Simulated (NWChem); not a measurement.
System: SiHSCl, singlet; SMILES Cl[Si]S

NWChem printed, in part:

```
             Northwest Computational Chemistry Package (NWChem) 7.3.0
             --------------------------------------------------------

                             Geometry "geometry" -> ""
                             -------------------------

 Output coordinates in angstroms (scale by  1.889725989 to convert to a.u.)

  No.       Tag          Charge          X              Y              Z
 ---- ---------------- ---------- -------------- -------------- --------------
    1 Si                  14.0000     0.96969300     0.03962300     0.00000000
    2 Cl                  17.0000    -0.43165000     1.60103100     0.00000000
    3 S                   16.0000    -0.43493600    -1.58534900     0.00000000
    4 H                    1.0000     0.53731600    -2.52735700     0.00000000

 Effective nuclear repulsion energy (a.u.)     171.6101182010

  pbe96 is a nonlocal functional; adding pw91lda local functional.
                              NWChem Property Module
                              ----------------------

  itol2e modified to match energy
  convergence criterion.

                                 NWChem DFT Module
                                 -----------------

 Summary of "ao basis" -> "ao basis" (spherical)
 ------------------------------------------------------------------------------
       Tag                 Description            Shells   Functions and Types
 ---------------- ------------------------------  ------  ---------------------
 Si                         pcsseg-1                10       24   4s5p1d
 Cl                         pcsseg-1                10       24   4s5p1d
 S                          pcsseg-1                10       24   4s5p1d
 H                          pcsseg-1                 3        5   2s1p

  itol2e modified to match energy
  convergence criterion.

            General Information
            -------------------
          SCF calculation type: DFT
          Wavefunction type:  closed shell.
          No. of atoms     :     4
          No. of electrons :    48
           Alpha electrons :    24
            Beta electrons :    24
          Charge           :     0
          Spin multiplicity:     1
          Use of symmetry is: off; symmetry adaption is: off
          Maximum number of iterations: 150
          AO basis - number of functions:    77
                     number of shells:    33
          Convergence on energy requested:  1.00D-07
          Convergence on density requested:  1.00D-05
          Convergence on gradient requested:  5.00D-04

              XC Information
              --------------
          PerdewBurkeErnzerhof Exchange Functional  1.000
            Perdew 1991 LDA Correlation Functional  1.000 local
           PerdewBurkeErnz. Correlation Functional  1.000 non-local

             Grid Information
             ----------------
          Grid used for XC integration:  fine
          Radial quadrature: Mura-Knowles
          Angular quadrature: Lebedev.
          Tag              B.-S. Rad. Rad. Pts. Rad. Cut. Ang. Pts.
          ---              ---------- --------- --------- ---------
          Si                  1.10      123          10.0       770
          Cl                  1.00      123          12.0       770
          S                   1.00      123          10.0       770
          H                   0.35       60          11.0       590
          Grid pruning is: on
          Number of quadrature shells:   429
          Spatial weights used:  Erf1

      Superposition of Atomic Density Guess
      -------------------------------------

 Sum of atomic energies:       -1146.20092220

      Non-variational initial energy
      ------------------------------

 Total energy =   -1146.713291
 1-e energy   =   -1927.262802
 2-e energy   =     608.939392
 HOMO         =      -0.249330
 LUMO         =      -0.041413

   convergence    iter        energy       DeltaE   RMS-Dens  Diis-err
 ---------------- ----- ----------------- --------- --------- ---------
 d= 0,ls=0.0,diis     1  -1147.9204328611 -1.32D+03  1.82D-02  1.10D+00
 d= 0,ls=0.0,diis     2  -1147.7882339617  1.32D-01  1.87D-02  1.17D+00
 d= 0,ls=0.0,diis     3  -1147.9286137172 -1.40D-01  7.81D-03  3.60D-01
 d= 0,ls=0.0,diis     4  -1147.9870915628 -5.85D-02  2.23D-03  1.09D-02
 d= 0,ls=0.0,diis     5  -1147.9880378040 -9.46D-04  1.06D-03  5.23D-03
  Resetting Diis
 d= 0,ls=0.0,diis     6  -1147.9889077764 -8.70D-04  1.89D-04  2.87D-04
 d= 0,ls=0.0,diis     7  -1147.9889505695 -4.28D-05  1.02D-04  7.51D-06
 d= 0,ls=0.0,diis     8  -1147.9889470480  3.52D-06  6.55D-05  2.95D-05
 d= 0,ls=0.0,diis     9  -1147.9889519200 -4.87D-06  8.77D-06  3.29D-07
 d= 0,ls=0.0,diis    10  -1147.9889519480 -2.80D-08  4.71D-06  1.05D-07

         Total DFT energy =    -1147.988951948003
      One electron energy =    -1929.085690121977
           Coulomb energy =      684.158387126882
    Exchange-Corr. energy =      -74.671767153948
 Nuclear repulsion energy =      171.610118201040

 Numeric. integr. density =       47.999998768602

                       DFT Final Molecular Orbital Analysis
                       ------------------------------------

 Vector   22  Occ=2.000000D+00  E=-3.018929D-01
              MO Center= -2.1D-01,  1.2D+00,  7.0D-10, r^2= 2.4D+00
   Bfn.  Coefficient  Atom+Function         Bfn.  Coefficient  Atom+Function
  ----- ------------  ---------------      ----- ------------  ---------------
    39      0.448632  2 Cl py                42      0.379740  2 Cl py
    38      0.282236  2 Cl px                41      0.236371  2 Cl px
    73     -0.131644  4 H  s                  3      0.128721  1 Si s
    14      0.124319  1 Si px                52      0.121565  3 S  s
     4      0.120878  1 Si s                 30     -0.119073  2 Cl py

 Vector   23  Occ=2.000000D+00  E=-2.656692D-01
              MO Center= -3.2D-01, -1.0D+00,  1.9D-09, r^2= 2.9D+00
   Bfn.  Coefficient  Atom+Function         Bfn.  Coefficient  Atom+Function
  ----- ------------  ---------------      ----- ------------  ---------------
    64      0.488057  3 S  pz                67      0.463529  3 S  pz
    40     -0.233168  2 Cl pz                43     -0.215900  2 Cl pz
    58     -0.126494  3 S  pz                16      0.121783  1 Si pz
    55     -0.118129  3 S  pz                19      0.087850  1 Si pz
    31      0.062325  2 Cl pz                34      0.061709  2 Cl pz

 Vector   24  Occ=2.000000D+00  E=-2.319903D-01
              MO Center=  6.7D-01, -7.7D-02, -3.6D-09, r^2= 3.8D+00
   Bfn.  Coefficient  Atom+Function         Bfn.  Coefficient  Atom+Function
  ----- ------------  ---------------      ----- ------------  ---------------
     4      0.491778  1 Si s                  3      0.377032  1 Si s
    14      0.299481  1 Si px                38     -0.276265  2 Cl px
    41     -0.268608  2 Cl px                65     -0.253080  3 S  px
     2     -0.244986  1 Si s                 62     -0.244337  3 S  px
    66     -0.203999  3 S  py                63     -0.200509  3 S  py

 Vector   25  Occ=0.000000D+00  E=-1.252477D-01
              MO Center=  7.4D-01, -6.1D-02, -1.9D-09, r^2= 3.3D+00
   Bfn.  Coefficient  Atom+Function         Bfn.  Coefficient  Atom+Function
  ----- ------------  ---------------      ----- ------------  ---------------
    19      0.605056  1 Si pz                16      0.520221  1 Si pz
    67     -0.315797  3 S  pz                43     -0.237765  2 Cl pz
    64     -0.225357  3 S  pz                40     -0.180696  2 Cl pz
    10     -0.116123  1 Si pz                 7     -0.101363  1 Si pz
    58      0.060729  3 S  pz                55      0.055017  3 S  pz

 Vector   26  Occ=0.000000D+00  E=-3.674028D-02
              MO Center=  9.7D-01,  9.2D-02, -9.6D-10, r^2= 4.0D+00
   Bfn.  Coefficient  Atom+Function         Bfn.  Coefficient  Atom+Function
  ----- ------------  ---------------      ----- ------------  ---------------
    18      1.035651  1 Si py                28     -0.534910  2 Cl s
    15      0.436426  1 Si py                41     -0.389869  2 Cl px
    65      0.269071  3 S  px                52      0.265608  3 S  s
    42      0.245004  2 Cl py                17     -0.210854  1 Si px
    66      0.194019  3 S  py                38     -0.187713  2 Cl px

 Vector   27  Occ=0.000000D+00  E=-2.422970D-02
              MO Center=  2.9D-01, -2.1D+00, -6.5D-10, r^2= 3.2D+00
   Bfn.  Coefficient  Atom+Function         Bfn.  Coefficient  Atom+Function
  ----- ------------  ---------------      ----- ------------  ---------------
    74      1.377774  4 H  s                 66      0.773079  3 S  py
    52     -0.688736  3 S  s                 65     -0.519874  3 S  px
    73      0.344549  4 H  s                 63      0.276362  3 S  py
     3     -0.256903  1 Si s                 62     -0.189274  3 S  px
    17      0.174365  1 Si px                51     -0.173931  3 S  s

     Multipole analysis of the density
     ---------------------------------

     L   x y z        total         alpha         beta         nuclear
     -   - - -        -----         -----         ----         -------
     0   0 0 0     -0.000000    -24.000000    -24.000000     48.000000

     1   1 0 0      0.539745      0.443735      0.443735     -0.347725
     1   0 1 0     -0.594217     -0.183071     -0.183071     -0.228075
     1   0 0 1      0.000000      0.000000      0.000000      0.000000

     2   2 0 0    -30.425128    -50.293182    -50.293182     70.161237
     2   1 1 0     -1.564223      1.960679      1.960679     -5.485580
     2   1 0 1      0.000000      0.000000      0.000000      0.000000
     2   0 2 0    -28.414739   -175.260443   -175.260443    322.106147
     2   0 1 1      0.000000      0.000000      0.000000      0.000000
     2   0 0 2    -29.031587    -14.515793    -14.515793      0.000000

          -----------------------------------------
          Chemical Shielding Tensors (GIAO, in ppm)
          -----------------------------------------

                                NWChem CPHF Module
                                ------------------

  scftype          =     RHF
  nclosed          =       24
  nopen            =        0
  variables        =     1272
  # of vectors     =        3
  tolerance        = 0.10D-03
  level shift      = 0.00D+00
  max iterations   =       50
  max subspace     =       30

 SCF residual:    8.3671808275723240E-005

Iterative solution of linear equations
  No. of variables     1272
  No. of equations        3
  Maximum subspace       30
        Iterations       50
       Convergence  1.0D-04

   iter   nsub   residual    time
   ----  ------  --------  ---------
     1      3    2.08D-04      25.6
     2      6    9.05D-09      29.9

      Atom:    1  Si
        Diamagnetic
    876.0248     -0.8800     -0.0000
     -0.8800    880.3513     -0.0000
     -0.0000     -0.0000    869.7645

        Paramagnetic
   -771.6439    187.3367      0.0000
    187.3367  -1308.8711      0.0000
      0.0000      0.0000   -631.1130

        Total Shielding Tensor
    104.3809    186.4567      0.0000
    186.4567   -428.5198      0.0000
      0.0000      0.0000    238.6515

           isotropic =     -28.4958
          anisotropy =    -688.1763

          Principal Components and Axis System
                 1           2           3
             -487.2800    238.6515    163.1411

      1        -0.3006      0.0000      0.9538
      2         0.9538      0.0000      0.3006
      3        -0.0000      1.0000     -0.0000

      Atom:    2  Cl
        Diamagnetic
   1147.3111     -3.2107     -0.0000
     -3.2107   1152.3835     -0.0000
     -0.0000     -0.0000   1145.1451

        Paramagnetic
   -702.9674   -300.1584     -0.0000
   -300.1584  -1059.2645      0.0000
     -0.0000      0.0000   -256.1513

        Total Shielding Tensor
    444.3437   -303.3690     -0.0000
   -303.3690     93.1191      0.0000
     -0.0000      0.0000    888.9939

           isotropic =     475.4855
          anisotropy =     620.2625

          Principal Components and Axis System
                 1           2           3
              888.9939    619.2631    -81.8003

      1        -0.0000      0.8663      0.4995
      2         0.0000     -0.4995      0.8663
      3         1.0000      0.0000     -0.0000

      Atom:    3  S
        Diamagnetic
   1056.3056      0.7108      0.0000
      0.7108   1062.2449      0.0000
      0.0000      0.0000   1052.6002

        Paramagnetic
   -977.0401    554.0213      0.0000
    554.0213  -1045.2373     -0.0000
      0.0000     -0.0000   -574.5986

        Total Shielding Tensor
     79.2655    554.7322      0.0000
    554.7322     17.0076     -0.0000
      0.0000     -0.0000    478.0016

           isotropic =     191.4249
          anisotropy =     618.4748

          Principal Components and Axis System
                 1           2           3
              603.7414   -507.4683    478.0016

      1         0.7266     -0.6870      0.0000
      2         0.6870      0.7266      0.0000
      3        -0.0000      0.0000      1.0000

      Atom:    4  H
        Diamagnetic
     31.4087    -10.2433     -0.0000
    -10.2433     36.6404      0.0000
     -0.0000      0.0000     20.5389

        Paramagnetic
     -6.1289      8.9589      0.0000
      8.9589     -7.8764     -0.0000
      0.0000     -0.0000      3.4469

        Total Shielding Tensor
     25.2798     -1.2845      0.0000
     -1.2845     28.7640     -0.0000
      0.0000     -0.0000     23.9859

           isotropic =      26.0099
          anisotropy =       4.7647

          Principal Components and Axis System
                 1           2           3
               29.1863     24.8575     23.9859

      1        -0.3124      0.9500     -0.0000
      2         0.9500      0.3124      0.0000
      3        -0.0000      0.0000      1.0000
```

Level: PBE/pcSseg-1, GIAO. Low-valent species are run as closed-shell singlets; no triplet was tried in these runs. Structure relaxed at the PBE0/def2-SVP level. The printed shielding anisotropy is the first printed principal value minus the mean of the other two.

**Question.** Which NWChem input produces such a log?

**Answer.** This is not unique; one that fits is the input that was run:
```
start job
memory heap 200 mb stack 900 mb global 1100 mb
geometry units angstroms noautosym nocenter noautoz
  Si     0.969693     0.039623     0.000000
  Cl    -0.431650     1.601031     0.000000
  S     -0.434936    -1.585349     0.000000
  H      0.537316    -2.527357     0.000000
end
basis spherical
  * library pcsseg-1
end
dft
  xc xpbe96 cpbe96
  iterations 150
end
property
  shielding
end
task dft property
```
